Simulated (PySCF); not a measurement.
Cd³⁺ (cadmium, charge +3) across methods

[Kr] 4d9, 2D determinant. All numbers are calculated (PySCF 2.14, scalar relativity through the core potential, in aug-cc-pVTZ-PP with one added diffuse shell each of s, p, d, f, g type with ECP28MDF (7s7p6d4f3g, 113 functions)).

```json
{"method": "PBE0", "E (hartree)": "-165.4002", "mean ε 4p β (eV)": "-107.10", "mean ε 4d α (eV)": "-48.520", "mean ε 4d β (eV)": "-47.565", "Σ⟨r²⟩ (bohr²)": "23.24", "⟨S²⟩": "0.751"}
{"method": "LDA", "E (hartree)": "-165.0502", "mean ε 4p β (eV)": "-102.69", "mean ε 4d α (eV)": "-46.278", "mean ε 4d β (eV)": "-45.388", "Σ⟨r²⟩ (bohr²)": "23.49", "⟨S²⟩": "0.750"}
{"method": "wB97M-V", "E (hartree)": "-165.3588", "mean ε 4p β (eV)": "-109.83", "mean ε 4d α (eV)": "-50.997", "mean ε 4d β (eV)": "-50.099", "Σ⟨r²⟩ (bohr²)": "23.25", "⟨S²⟩": "0.751"}
{"method": "UHF", "E (hartree)": "-164.67858", "mean ε 4p β (eV)": "-119.23", "mean ε 4d α (eV)": "-54.721", "mean ε 4d β (eV)": "-53.444", "Σ⟨r²⟩ (bohr²)": "23.07", "⟨S²⟩": "0.752"}
{"method": "r2SCAN", "E (hartree)": "-165.4505", "mean ε 4p β (eV)": "-104.60", "mean ε 4d α (eV)": "-46.545", "mean ε 4d β (eV)": "-45.543", "Σ⟨r²⟩ (bohr²)": "23.18", "⟨S²⟩": "0.751"}
{"method": "MN15", "E (hartree)": "-165.0413", "mean ε 4p β (eV)": "-105.33", "mean ε 4d α (eV)": "-49.088", "mean ε 4d β (eV)": "-48.306", "Σ⟨r²⟩ (bohr²)": "23.52", "⟨S²⟩": "0.751"}
{"method": "CAM-B3LYP", "E (hartree)": "-165.3607", "mean ε 4p β (eV)": "-108.37", "mean ε 4d α (eV)": "-50.019", "mean ε 4d β (eV)": "-49.108", "Σ⟨r²⟩ (bohr²)": "23.34", "⟨S²⟩": "0.751"}
{"method": "PBE", "E (hartree)": "-165.3870", "mean ε 4p β (eV)": "-102.65", "mean ε 4d α (eV)": "-46.085", "mean ε 4d β (eV)": "-45.221", "Σ⟨r²⟩ (bohr²)": "23.36", "⟨S²⟩": "0.751"}
```

Energies and moments cover only the electrons outside the core potential.
